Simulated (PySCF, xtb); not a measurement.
Te(Me)(OH) (CH4OTe), SMILES O[Te]C.

GFN2-xTB (xtb 6.7.1) at its own geometry gives an orbital gap of 3.88 eV and a dipole moment of 2.31 D.

Coordinates come from a B3LYP-D3(BJ)/def2-SVP optimisation. The def2 effective core potentials stand for the cores of Te; spin–orbit coupling is left out. The values are those of a single conformer.

Question: What does HF/def2-TZVPD in PySCF give? (The exact figures need the calculation; the answer reports its results.)

Answer: gap 9.34 eV (levels -8.46 and 0.89 eV), dipole 2.29 D.
